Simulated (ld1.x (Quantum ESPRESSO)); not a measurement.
**nickel: excitation energies, all-electron against ultrasoft**

ld1.x (Quantum ESPRESSO) 7.5 input, shortened:

```
&input
   title='Ni', zed=28., rel=1, dft='PBE', iswitch=3,
   config='[Ar] 3d8 4s0.5 4p0'
 /
 &inputp
   pseudotype=3, tm=.true., lloc=-1, rcloc=1.70,
   nlcc=.false.,
   which_augfun='PSQ', rmatch_augfun=1.00
 /
6
4S  1  0   0.50   0.00  2.10  2.25  0.0
4S  1  0   0.00  -0.20  2.10  2.25  0.0
4P  2  1   0.00   0.00  2.30  2.85  0.0
4P  2  1   0.00   0.20  2.30  2.85  0.0
3D  3  2   8.00   0.00  0.95  1.25  0.0
3D  3  2   0.00   2.15  0.95  1.25  0.0
 &test
   configts(1)='3d8 4s0.5 4p0'
 /
```

Energies are relative to the spin-unpolarised reference configuration 3d8 4s0.5 4p0; without spin polarisation the order of configurations can differ from experiment. The frozen-core shift is the all-electron ΔE with the core orbitals held at their reference shape minus the fully relaxed ΔE.

| valence configuration | charge | ΔE all-electron (eV) | error AE − PS (meV) | frozen-core shift (meV) |
| --- | --- | --- | --- | --- |
| 3d8 4s2 4p0 | 0 | -16.938 | +65 | +1.7 |
| 3d8 4s1 4p0 | +1 | -7.615 | +13 | -0.3 |
| 3d8 4s0 4p0 | +2 | 9.735 | +18 | +1.6 |
| 3d7 4s2 4p0 | +1 | -0.818 | +31 | +164 |
| 3d6 4s0 4p0 | +4 | 104.759 | -391 | +1276 |
| 3d8 4s0 4p1 | +1 | -1.931 | +0.8 | -0.2 |

Q: What are ΔE and the potential's error for 3d8 4s1.5 4p0?

A: ΔE = -13.220 eV all-electron; the error (AE − PS) is +38 meV.

These tests converged, but a pseudo level misses the all-electron one widely, so the file describes the atom poorly there or has found another state: 3d6 4s0 4p0: empty 4p by 4.8 eV (a node warning on the way). A variational frozen-core shift is positive and of second order in the change. This column holds negative values, so the frozen-core run of ld1.x carries numerical noise or an error of first order here, and the column gives no more than the rough size of the effect.
